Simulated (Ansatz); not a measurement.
Abridged output of a molecular run in Ansatz:

```
Functional definition: HF
1231 factors; integrals over basis functions are off by at most 1.0e-3 eV
mean field evaluation 1: about -33965.8243 eV, gradient 2.7e1 eV
mean field evaluation 2: about -33966.0502 eV, gradient 2.8e1 eV
mean field evaluation 4: about -33968.1110 eV, gradient 2.6e0 eV
mean field evaluation 8: about -33968.1454 eV, gradient 1.4e-1 eV
mean field -33968.14551149 eV, -1248.3063231113 hartree, gradient 2.1e-6 eV, S^2 0.000000; 0 other end points of the search recorded, 0 dependent functions left out
16 core orbitals not correlated: weight in the atoms' cores, before any rotation towards them, 1.000 or more for the frozen orbitals, at most 0.000 for the correlated occupied ones
reference -33968.14551149 eV, -1248.3063231113 hartree; 13, 13 occupied and 184, 184 virtual orbitals, 1231 factors
second order -18.40830725 eV of doubles, -0.00000000 eV of singles
cycle   1  -19.41150928 eV  change    -1.0e0 eV  update   8.0e-2
cycle   2  -19.83433988 eV  change   -4.2e-1 eV  update   2.2e-2
cycle   3  -19.89515892 eV  change   -6.1e-2 eV  update   9.1e-3
cycle   4  -19.88965324 eV  change    5.5e-3 eV  update   2.0e-3
cycle   5  -19.88907331 eV  change    5.8e-4 eV  update   6.6e-4
cycle   6  -19.88902958 eV  change    4.4e-5 eV  update   1.7e-4
cycle   7  -19.88898876 eV  change    4.1e-5 eV  update   5.6e-5
cycle   8  -19.88899588 eV  change   -7.1e-6 eV  update   1.8e-5
perturbative correction -0.81216404 eV, -0.0298464779 hartree
Total energy: -33988.84667141 eV, -1249.0670767065 hartree
```

Its atoms:

```xyz
8

C     0.0272   -0.6158   -0.8279
Si   -0.1459    0.5111    0.6253
Cl    1.1867    2.0596    0.4671
Cl    0.2416   -0.5189    2.3537
H    -0.6790   -1.4454   -0.7458
H    -0.1760   -0.0702   -1.7524
H     1.0393   -1.0219   -0.8770
H    -1.4938    1.1015    0.7570
```

Problem. Which basis set was used?
A. def2-TZVPP
B. def2-TZVPPD
C. def2-QZVPP
D. def2-SVPD

Solution. A. It gives 213 functions.

Problem. Write the keys of the input that set method, charge and spin (a neutral closed shell needs none for the last two).

Solution. 
```yaml
correlation: {method: ccsd_t}
```
